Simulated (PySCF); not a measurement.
SMILES [N]([Bi]([SiH3])[SiH3])(C)C at its GFN2-xTB optimised geometry (Å):

```
18

Bi     0.0639     0.3654     2.0717
N      0.4999    -1.6035     1.2302
C      1.9103    -1.7957     1.0110
C     -0.2738    -2.0206     0.0933
H      2.1072    -2.8479     0.7834
H      2.3052    -1.1899     0.1755
H      2.4592    -1.5336     1.9154
H     -0.1044    -1.3984    -0.8028
H     -0.0149    -3.0524    -0.1648
H     -1.3331    -1.9869     0.3445
Si     1.0176     1.6491     0.0000
H      2.4813     1.6491     0.0000
H      0.6117     3.0524     0.0000
H      0.6061     1.1026    -1.2891
Si    -2.3638     0.5611     1.1308
H     -3.2469    -0.4518     1.7082
H     -2.4813     0.4474    -0.3189
H     -2.9510     1.8535     1.4877
```

Calculation: PBE0/def2-SVP, def2 effective core potentials past Kr in PySCF. The core electrons that the potentials of Bi replace are not part of the density. Cells within 0.4 Å of a nucleus heavier than hydrogen are left out (blank, or x).

Map of the Laplacian of the electron density (e/bohr⁵), clipped to [-1.50, 1.50] on the plane z = 0.0 Å:

```
|555555555555555555555555555|
|555555555555555555555555555|
|555555555555555555555555555|
|555555555555555555555555555|
|555555555555555555555555555|
|555555555555554455555555555|
|555555555555552255555555555|
|555555555555554445555555555|
|555555555555555995455555555|
|555555555555559xx7205555555|
|555555555555556995445555555|
|555555544555554555555555555|
|555555424555555555555555555|
|555555545555555555555555555|
|555555555555555555555555555|
|555555555555555555555555555|
|555555555555555555345555555|
|555555555544x55555555555555|
|555555555533xx5555555555555|
|555555555555325555555555555|
|555555555555405555555555555|
|555555555555545555555555555|
|555555555555555555555555555|
|555555555555555555555555555|
|555555555555555555555555555|
|555555555555555555555555555|
|555555555555555555555555555|
```
Scale: ten equal steps from -1.50 (start of '0') to 1.50 (end of '9'), in the order '0123456789'; x runs from -5.50 to 5.50, y from -5.50 (bottom) to 5.50 (top).
